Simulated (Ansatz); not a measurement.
Consider the redistribution: `[Cl][Ti]([Cl])([Cl])[c]1ccccc1` + `[Li][I]` → `[Cl][Ti]([Cl])([Cl])[I]` + `[Li][c]1ccccc1`.

Computed with Ansatz on PBE0-D4/def2-TZVP structures; ΔE is electronic, products minus reactants. CCSD(T)/CBS adds triple-zeta CCSD(T) − MP2 to the extrapolated MP2 energy (def2 sets, frozen cores). Functionals use def2-TZVPP. def2 core potentials past Kr. For I, Li, Ti outer-core shells are correlated without core-valence functions, which leaves a few kJ/mol of doubt a bond. Scalar relativity is left out up to krypton. Each species was taken in one conformer, which may not be the lowest.

`[Cl][Ti]([Cl])([Cl])[c]1ccccc1`:

Z-matrix (Å, degrees):
```
Ti
Cl 1 2.178
Cl 1 2.181 2 112.2
C 1 2.976 2 103.0 3 -91.6
Cl 1 2.181 2 112.2 3 127.7
C 1 2.977 2 103.1 3 -140.7
C 1 2.015 2 105.2 3 -116.2
C 4 1.386 1 155.8 2 -89.6
H 4 1.085 1 84.8 2 85.5
C 6 1.386 1 155.8 2 89.5
H 6 1.085 1 84.8 2 -85.6
C 8 1.388 4 120.0 1 -5.8
H 8 1.084 4 119.9 1 174.3
H 10 1.084 6 119.9 1 -174.3
H 12 1.084 8 119.9 4 -179.8
```

`[Li][I]`:

Z-matrix (Å, degrees):
```
Li
I 1 2.388
```

`[Cl][Ti]([Cl])([Cl])[I]`:

Z-matrix (Å, degrees):
```
Ti
Cl 1 2.162
Cl 1 2.161 2 109.9
I 1 2.530 2 109.0 3 119.5
Cl 1 2.162 2 109.9 3 -121.1
```

`[Li][c]1ccccc1`:

Cartesian coordinates in Å:
```
Li 1.275 1.863 2.460
C 0.528 0.771 1.018
C 1.325 0.139 0.047
C 0.807 -0.639 -0.982
C -0.564 -0.823 -1.087
C -1.397 -0.222 -0.155
C -0.853 0.551 0.864
H 2.410 0.249 0.081
H 1.472 -1.103 -1.704
H -0.978 -1.429 -1.887
H -2.472 -0.357 -0.224
H -1.555 0.999 1.568
```

Q: Is it downhill or uphill in electronic energy at CCSD(T)/CBS, and by how much? (Best estimate.)

A: Ansatz gave: Uphill: ΔE = +128.0 kJ/mol.

Q: What do these levels give: r2SCAN-D4, r2SCANh-D4, B2PLYP, r2SCAN0, LC-ωPBE, HF/def2-QZVPP? (An estimate is asked.)

A: Computed: r2SCAN-D4 123.3, r2SCANh-D4 128.2, B2PLYP 107.5, r2SCAN0 132.4, LC-ωPBE 136.9, HF/def2-QZVPP 166.6 kJ/mol.

Largest T1 diagnostic among the species: 0.024, so the coupled-cluster value is less sure than usual.

The D4 term adds +5.5 kJ/mol with B3LYP and +4.3 kJ/mol with PBE0; it sums over pairs of atoms, weighted by their polarisabilities, and B3LYP, whose exchange is more repulsive, gets the larger term. At CCSD(T), def2-SVP lies +6.9 kJ/mol from the extrapolated value and def2-TZVPP −8.9 kJ/mol. From r2SCAN to r2SCAN0 (25 % exact exchange), in def2-TZVPP and without D4, ΔE moves by +11.9 kJ/mol.

B3LYP here is the variant with VWN-RPA as its local correlation; programs differ in this.
